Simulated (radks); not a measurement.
Values are calculated unless marked as measured or tabulated.
Valence configurations of the lead ion Pb+. Level of theory: Dirac Kohn-Sham, PBE, spin-unpolarised, spherical densities, point nucleus; open shells are shared between the two j in proportion to 2j + 1 (a radial shooting solver on a logarithmic mesh with Libxc functionals). Energies are relative to [Hg] 6p1; eigenvalues in eV.

valence                     E (eV)  e(4f5/2)  e(4f7/2)  e(5d3/2)  e(5d5/2)  e(6p1/2)
[Hg] 6p1                     0.000   -142.94   -137.91   -30.360   -27.768   -11.226
[Xe] 4f14 5d10 6s1.5 6p1.5   4.639   -143.86   -138.83   -31.219   -28.615   -11.689
[Xe] 4f14 5d10 6s1 6p2       9.352   -144.76   -139.73   -32.053   -29.438   -12.136
[Xe] 4f14 5d9.5 6s2 6p1.5    9.798   -146.03   -141.00   -32.708   -30.050   -12.078
[Xe] 4f14 5d9 6s2 6p2       20.378   -149.13   -144.10   -35.027   -32.303   -12.902
[Xe] 4f13.5 5d10 6s2 6p1.5  67.260   -152.68   -147.58   -33.599   -30.852   -12.127
[Xe] 4f13.5 5d10 6s1.5 6p2  72.147   -153.58   -148.48   -34.431   -31.674   -12.571
[Xe] 4f13 5d10 6s2 6p2      139.03   -162.59   -157.42   -36.886   -33.984   -13.012
[Xe] 4f12 5d10 6s2 6p3      296.43   -182.89   -177.56   -43.597   -40.385   -14.740
[Xe] 4f11 5d10 6s2 6p4      472.90   -203.79   -198.31   -50.481   -46.957   -16.427

NIST lists [Hg] 6p1 as the ground configuration; this level of theory agrees among the configurations tried. The energies are those of spherical spin-averaged densities, not of single terms.
